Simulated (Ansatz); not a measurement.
The cluster B5N4⁺. Charge 1, multiplicity 1. Geometry r2SCAN-D4/def2-SVP.

Cartesian coordinates in Å:
```
B -0.044 0.000 0.145
B -0.775 -0.005 2.650
B -1.441 -0.056 5.171
B 1.136 0.020 -3.944
B 0.409 0.007 -1.424
N 1.505 0.026 -5.226
N 0.761 0.012 -2.644
N -1.157 0.003 3.901
N -0.395 -0.007 1.372
```

The restricted singlet is unstable towards broken spin symmetry in Hartree–Fock (as tested in another run); at PBE-D4/def2-SVP, PBE-D4/def2-TZVP, r2SCAN-D4/def2-TZVP, ωB97X-V/def2-TZVP and others this wasn't settled. At PBE-D4/def2-SVP, PBE-D4/def2-TZVP, r2SCAN-D4/def2-TZVP an occupied level of the charge 1 singlet lies above an empty one (by up to 0.42 eV), so this SCF solution is probably not the lowest. The geometry of the singlet was relaxed on an unsound state (an occupied level 0.15 eV above an empty one). Another isomer (singlet) lies 7.19 eV lower at PBE0-D4/def2-TZVP; other spin states weren't run for this one.

(1) Estimate the orbital energies around the gap (eV) in Ansatz with PBE-D4/def2-SVP, PBE-D4/def2-TZVP, r2SCAN-D4/def2-TZVP, ωB97X-V/def2-TZVP, ωB97M-V/def2-TZVP.

Answers

(1) 
```tsv
orbital	PBE-D4/def2-SVP	PBE-D4/def2-TZVP	r2SCAN-D4/def2-TZVP	ωB97X-V/def2-TZVP	ωB97M-V/def2-TZVP
HOMO−9	-16.82	-16.89	-17.52	-21.96	-21.62
HOMO−8	-14.80	-14.80	-15.08	-18.97	-18.78
HOMO−7	-14.78	-14.78	-15.08	-18.79	-18.64
HOMO−6	-13.90	-13.93	-14.26	-18.34	-18.23
HOMO−5	-13.79	-13.83	-14.20	-18.25	-18.13
HOMO−4	-13.30	-13.28	-13.49	-18.11	-17.87
HOMO−3	-13.27	-13.26	-13.47	-16.13	-16.04
HOMO−2	-11.79	-11.97	-12.47	-16.00	-15.97
HOMO−1	-11.07	-11.12	-11.16	-15.86	-15.68
HOMO	-10.65	-10.71	-11.00	-11.62	-11.56
LUMO	-11.07	-11.11	-11.15	-10.17	-10.10
LUMO+1	-8.68	-8.71	-8.56	-6.04	-6.10
LUMO+2	-8.62	-8.65	-8.54	-5.99	-6.05
LUMO+3	-6.80	-6.80	-6.41	-2.87	-3.04
LUMO+4	-6.77	-6.77	-6.40	-2.83	-3.00
LUMO+5	-4.50	-4.57	-4.05	-2.27	-2.70
```
